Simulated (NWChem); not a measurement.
System: CH5BOSe; SMILES COB[SeH]

```xyz
9

B     -0.5671    -0.5993     0.0000
H     -1.7619    -0.8420     0.0000
O      0.3691    -1.5761     0.0000
C      0.0351    -2.9559     0.0000
H      0.4714    -3.4371    -0.8995
H      0.4714    -3.4371     0.8995
H     -1.0649    -3.1130     0.0000
Se     0.0835     1.2456     0.0000
H     -1.2833     1.8178     0.0000
```
Atoms are numbered in this order, from 1.

Results from NWChem. Pople sets run with spherical d functions. Structure relaxed at the PBE-D3(BJ)/def2-SVP level. B3LYP is NWChem's, with the RPA form of VWN correlation.

Question: Order these by “highest occupied level (eV)”, lowest first: B3LYP/3-21G; B3LYP/6-311G**; B3LYP/STO-3G.

Answer: B3LYP/6-311G** (-6.78), B3LYP/3-21G (-6.48), B3LYP/STO-3G (-4.13)
